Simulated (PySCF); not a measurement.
C$_{7}$H$_{8}$, charge -1, doublet, at a GFN2-xTB geometry (a state made from the parent by changing its charge; the spin is typed, not shown lowest) (in this run its highest filled SCF level lies above zero, so its values depend strongly on the basis, on diffuse functions most of all), atoms displaced at random by about 0.03 Å a coordinate. Base run: PySCF with PBE0/STO-3G, gradient.

PySCF was given this input:
```python
from pyscf import gto, scf, dft

mol = gto.M(
    atom='''
C    -2.412980   -0.079842    0.045323
C    -0.831709    0.017762    0.004003
C    -0.179178   -1.221456    0.219608
C     1.261891   -1.155270    0.167401
C     1.908129    0.042243   -0.015145
C     1.218070    1.280108   -0.218473
C    -0.254116    1.186314   -0.122168
H    -2.853635    0.845837    0.303338
H    -2.749867   -0.892929    0.717487
H    -2.810613   -0.382713   -0.973579
H    -0.684181   -2.164082    0.358811
H     1.864497   -2.084468    0.291163
H     3.014319    0.134663   -0.030263
H     1.685433    2.237550   -0.263610
H    -0.845685    2.076756   -0.279962
''',
    basis='sto-3g',
    charge=-1,
    spin=1,
    verbose=4,
)

mf = dft.UKS(mol)
mf.xc = 'pbe0'
mf.kernel()
g = mf.nuc_grad_method()
grad = g.kernel()
```

The coordinate followed is x of atom 4.

The base run was repeated with changes; each row names its change, and settings that it needs were set with it.

```csv
change,dE/dx (Eh/bohr),net force (Eh/bohr)
base,-0.016261,0.000006
finite difference step (bohr) = 1e-5; conv_tol = 1e-11,-0.016273,-
finite difference step (bohr) = 0.05; conv_tol = 1e-11,-0.016594,-
density fitting = on,-0.016256,0.000006
conv_tol = 1e-4,-0.015821,0.000006
finite difference step (bohr) = 1e-3; conv_tol = 1e-11,-0.016274,-
grid_response = on,-0.016275,0.000000
grids.level = 1; grid_response = off,-0.016217,0.000052
density fitting = on; auxbasis_response = off,-0.015864,0.000367
grids.level = 5; grid_response = on,-0.016246,0.000000
finite difference step (bohr) = 0.01; conv_tol = 1e-11,-0.016287,-
grids.level = 1; grid_response = on,-0.016257,0.000000
```

The net force is zero for an exact gradient.

Open shells are given as the SCF converged; they aren't shown to be the lowest states, and a large step between rows can be another state.
